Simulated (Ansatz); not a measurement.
Start from `[Li-]1[O]C=CC=[O+]1` and change one atom or group to get `[F][Ga-]1([Cl])[O]C=CC=[O+]1`.

Ansatz, PBE0-D4/def2-TZVP geometries, multiplicity 1. 

Scalar relativity is left out up to krypton.

```csv
property,`[Li-]1[O]C=CC=[O+]1`
HOMO–LUMO gap (PBE0/def2-TZVPP) / eV,5.46
LUMO energy (B3LYP/def2-TZVPP) / eV,-1.20
HOMO–LUMO gap (B3LYP/def2-TZVPP) / eV,5.05
LUMO energy (ωB97M-V/def2-TZVPP) / eV,0.20
HOMO–LUMO gap (ωB97M-V/def2-TZVPP) / eV,8.71
HOMO–LUMO gap (PBE/def2-TZVPP) / eV,3.50
```

Question: What does the change do to each property? (Estimate.)

Answer: Computed: 
```
                               property  `[F][Ga-]1([Cl])[O]C=CC=[O+]1`  shift
   HOMO–LUMO gap (PBE0/def2-TZVPP) / eV                            5.43  -0.03
    LUMO energy (B3LYP/def2-TZVPP) / eV                           -3.04  -1.84
  HOMO–LUMO gap (B3LYP/def2-TZVPP) / eV                            5.01  -0.04
  LUMO energy (ωB97M-V/def2-TZVPP) / eV                           -0.68  -0.88
HOMO–LUMO gap (ωB97M-V/def2-TZVPP) / eV                            9.68   0.97
    HOMO–LUMO gap (PBE/def2-TZVPP) / eV                            3.42  -0.08
```

The zero-point energy changes by 9.6 kJ/mol with +6 modes.

B3LYP here is the variant with VWN-RPA as its local correlation; programs differ in this.
